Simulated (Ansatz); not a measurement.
One change: `N[Si](O)(F)Cl` becomes `N[SiH](O)F`.

Ansatz, PBE0-D4/def2-TZVP geometries, multiplicity 1. Each molecule was computed in one conformer, which needn't be the lowest.

```tsv
property	`N[Si](O)(F)Cl`
zero-point energy (PBE0-D4/def2-TZVP) / kJ/mol	120.8
HOMO energy (B3LYP/def2-TZVPP) / eV	-8.07
LUMO energy (PBE/def2-TZVPP) / eV	-0.43
size of the dipole moment (ωB97M-V/def2-TZVPP) / D	3.10
HOMO energy (PBE/def2-TZVPP) / eV	-6.79
ideal-gas entropy at 298 K and 1 bar (rigid rotor, harmonic PBE0-D4/def2-TZVP) / J/(mol·K)	338
```

Task: Give the same properties after the change, and the shifts. (Best estimate.)

Result: Computed: 
```tsv
property	`N[SiH](O)F`	shift
zero-point energy (PBE0-D4/def2-TZVP) / kJ/mol	138.0	17.2
HOMO energy (B3LYP/def2-TZVPP) / eV	-7.70	0.37
LUMO energy (PBE/def2-TZVPP) / eV	-0.08	0.35
size of the dipole moment (ωB97M-V/def2-TZVPP) / D	2.55	-0.55
HOMO energy (PBE/def2-TZVPP) / eV	-6.46	0.33
ideal-gas entropy at 298 K and 1 bar (rigid rotor, harmonic PBE0-D4/def2-TZVP) / J/(mol·K)	308	-30
```

With PBE0 the HOMO rises by 0.40 eV and the LUMO rises by 0.33 eV, so the gap narrows by about 0.07 eV. PBE moves the HOMO by 0.33 eV and ωB97M-V by 0.41 eV. Dipoles are sizes alone; their direction can turn.

B3LYP here is the variant with VWN-RPA as its local correlation; programs differ in this.
